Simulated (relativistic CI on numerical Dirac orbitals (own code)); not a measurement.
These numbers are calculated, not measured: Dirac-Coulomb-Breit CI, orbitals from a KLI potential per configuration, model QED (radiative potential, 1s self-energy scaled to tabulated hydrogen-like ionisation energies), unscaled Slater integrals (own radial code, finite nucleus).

CI space (outside the closed core [Ar]): 3d10.4s2, 3d10.4s.4p, 3d10.4p2, 3d10.4s.4d, 3d10.4s.4f, 3d10.4d2, 3d10.4p.4d, 3d10.4f2, 3d10.4p.4f, 3d10.4d.4f, 3d10.4s.5s, 3d10.4s.5p, 3d10.4s.5d, 3d10.4s.5f, 3d10.4s.5g, 3d10.4s.6s, 3d10.4s.6p, 3d10.4s.6d, 3d10.4s.6f, 3d9.4s2.4p, 3d10.4s.7s, 3d9.4s2.4d, 3d9.4s2.4f, 3d9.4s2.5s, 3d9.4s2.5p, 3d9.4s2.5d. Double excitations out of closed p, d and f shells are left out; levels of such configurations are missing from the list, as are those of other unlisted configurations, and high levels can miss mixing partners. These lack a partner that the ground configuration has and come out too high: 3d9.4s2.4p, 3d9.4s2.4d, 3d9.4s2.4f, 3d9.4s2.5s, 3d9.4s2.5p.

At this charge energies of transitions that change n are usually good to better than 1 %, and those within a shell (Δn = 0) to a few per cent.

Outline of the computed level scheme of Tl LII. Lowest level of each configuration: 3d10.4s2 1S_0 at 0.000 eV; 3d10.4s.4p 3P°_0 at 102.201 eV; 3d10.4p2 3P_0 at 234.133 eV; 3d10.4s.4d 3D_1 at 447.785 eV; 3d10.4p.4d 3F°_2 at 555.382 eV; 3d10.4s.4f 3F°_3 at 673.177 eV; 3d10.4p.4f 3G_3 at 787.134 eV; 3d10.4d2 3F_2 at 903.791 eV.

Some strong electric-dipole decays among the lowest 45 levels: 3d10.4d2 3P_0 → 3d10.4p.4d 3D°_1 (3.1e+12 s⁻¹); 3d10.4p.4d 3D°_1 → 3d10.4p2 3P_0 (2.2e+12 s⁻¹); 3d10.4s.4d 3D_2 → 3d10.4s.4p 3P°_1 (1.9e+12 s⁻¹); 3d10.4p2 1S_0 → 3d10.4s.4p 1P°_1 (1.9e+12 s⁻¹); 3d10.4d2 3F_2 → 3d10.4p.4d 3D°_1 (1.6e+12 s⁻¹); 3d10.4d2 3P_1 → 3d10.4p.4d 3P°_2 (1.6e+12 s⁻¹); 3d10.4d2 3F_2 → 3d10.4p.4d 3F°_2 (1.6e+12 s⁻¹); 3d10.4p.4d 3F°_3 → 3d10.4s.4d 3D_2 (1.4e+12 s⁻¹).

LS names give the leading component of a level, which can be under half, so a name can repeat, a term be missing and a line seem to break the LS rules.
